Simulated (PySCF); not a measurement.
AlH4NO2. Atoms are numbered in the order given.

```xyz
8

Al    -0.0024     0.0202     0.0000
O     -1.4142     0.9748     0.0000
H     -2.3228     0.6660     0.0000
O      1.5107     0.7999     0.0000
H      1.6114     1.7553     0.0000
N     -0.0070    -1.7466     0.0000
H      0.8404    -2.3054     0.0000
H     -0.8221    -2.3494     0.0000
```
Charge 0, spin multiplicity 1.

Coordinates come from a B3LYP-D3(BJ)/def2-SVP optimisation. The values are those of a single conformer.

Calculation: PBE/def2-TZVPD (PySCF).

Symmetry labels are those of the subgroup Cs that the program uses (full group Cs).

### Question
List the valence orbital energies around the gap with their symmetry. (An estimate is asked for; the answer gives what the named calculation found.)

### Answer

```json
[
 {"orbital": "HOMO−7", "symmetry": "A'", "energy (eV)": "-11.92"},
 {"orbital": "HOMO−6", "symmetry": "A'", "energy (eV)": "-11.51"},
 {"orbital": "HOMO−5", "symmetry": "A'", "energy (eV)": "-9.89"},
 {"orbital": "HOMO−4", "symmetry": "A'", "energy (eV)": "-7.82"},
 {"orbital": "HOMO−3", "symmetry": "A'", "energy (eV)": "-7.75"},
 {"orbital": "HOMO−2", "symmetry": "A\"", "energy (eV)": "-7.73"},
 {"orbital": "HOMO−1", "symmetry": "A\"", "energy (eV)": "-7.18"},
 {"orbital": "HOMO", "symmetry": "A\"", "energy (eV)": "-6.00"},
 {"orbital": "LUMO", "symmetry": "A'", "energy (eV)": "-1.45"},
 {"orbital": "LUMO+1", "symmetry": "A'", "energy (eV)": "0.00"},
 {"orbital": "LUMO+2", "symmetry": "A'", "energy (eV)": "0.21"},
 {"orbital": "LUMO+3", "symmetry": "A\"", "energy (eV)": "0.38"}
]
```
